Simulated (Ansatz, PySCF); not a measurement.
Mo(Me)4 (C₄H₁₂Mo), SMILES [CH3][Mo]([CH3])([CH3])[CH3] (connectivity only; charge and spin as stated), neutral, multiplicity 3. Atoms are numbered in the order given.

```xyz
17

Mo     0.0000     0.0000     0.0000
C      1.2043     1.2043    -1.2043
H      1.8522     1.8522    -0.5850
H      0.5850     1.8522    -1.8522
H      1.8522     0.5850    -1.8522
C     -1.2043     1.2043     1.2043
H     -1.8522     0.5850     1.8522
H     -1.8522     1.8522     0.5850
H     -0.5850     1.8522     1.8522
C     -1.2043    -1.2043    -1.2043
H     -1.8522    -1.8522    -0.5850
H     -0.5850    -1.8522    -1.8522
H     -1.8522    -0.5850    -1.8522
C      1.2043    -1.2043     1.2043
H      1.8522    -1.8522     0.5850
H      0.5850    -1.8522     1.8522
H      1.8522    -0.5850     1.8522
```
Charge 0, spin multiplicity 3.

Coordinates come from a PBE0-D3(BJ)/def2-SVP optimisation. The multiplicity is an assumed one; other spin states were not compared. The def2 effective core potentials stand for the cores of Mo; spin–orbit coupling is left out.

Two levels are set side by side: PBE-D3(BJ)/def2-SVP (Ansatz, an electronic-structure program) and PBE0-D3(BJ)/def2-SVP (Ansatz). Each level has its own optimised geometry; the coordinates shown are those of the second. Frequencies come from the Hessian of PySCF at each geometry. Differences are taken from unrounded values.

| quantity | PBE0-D3(BJ) |
|---|---|
| mean bond length (Å) | 1.351 |
| bond Mo1–C2 (Å) | 2.086 |
| bond Mo1–C6 (Å) | 2.086 |
| bond Mo1–C10 (Å) | 2.086 |
| bond Mo1–C14 (Å) | 2.086 |
| bond C2–H3 (Å) | 1.106 |
| bond C2–H4 (Å) | 1.106 |
| bond C2–H5 (Å) | 1.106 |
| bond C6–H7 (Å) | 1.106 |
| bond C6–H8 (Å) | 1.106 |
| bond C6–H9 (Å) | 1.106 |
| bond C10–H11 (Å) | 1.106 |
| bond C10–H12 (Å) | 1.106 |
| bond C10–H13 (Å) | 1.106 |
| bond C14–H15 (Å) | 1.106 |
| bond C14–H16 (Å) | 1.106 |
| bond C14–H17 (Å) | 1.106 |
| highest harmonic wavenumber (cm⁻¹) | 3111 |
| mean harmonic wavenumber (cm⁻¹) | 1351 |
| zero-point energy (kcal/mol) | 86.92 |

### Question
What does PBE-D3(BJ) give, and how far is it from PBE0-D3(BJ)? (The exact figures need the calculation; the answer reports its results.)

### Answer

| quantity | PBE-D3(BJ) | PBE-D3(BJ) minus PBE0-D3(BJ) |
|---|---|---|
| mean bond length (Å) | 1.359 | 0.008 |
| bond Mo1–C2 (Å) | 2.092 | 0.006 |
| bond Mo1–C6 (Å) | 2.092 | 0.006 |
| bond Mo1–C10 (Å) | 2.092 | 0.006 |
| bond Mo1–C14 (Å) | 2.092 | 0.006 |
| bond C2–H3 (Å) | 1.114 | 0.009 |
| bond C2–H4 (Å) | 1.114 | 0.009 |
| bond C2–H5 (Å) | 1.114 | 0.009 |
| bond C6–H7 (Å) | 1.114 | 0.009 |
| bond C6–H8 (Å) | 1.114 | 0.009 |
| bond C6–H9 (Å) | 1.114 | 0.009 |
| bond C10–H11 (Å) | 1.114 | 0.009 |
| bond C10–H12 (Å) | 1.114 | 0.009 |
| bond C10–H13 (Å) | 1.114 | 0.009 |
| bond C14–H15 (Å) | 1.114 | 0.009 |
| bond C14–H16 (Å) | 1.114 | 0.009 |
| bond C14–H17 (Å) | 1.114 | 0.009 |
| highest harmonic wavenumber (cm⁻¹) | 3015 | -95 |
| mean harmonic wavenumber (cm⁻¹) | 1308 | -44 |
| zero-point energy (kcal/mol) | 84.12 | -2.80 |

GGA bonds tend to be longer and softer than those of functionals with exact exchange. Differences between two approximate levels are no errors against the true value.
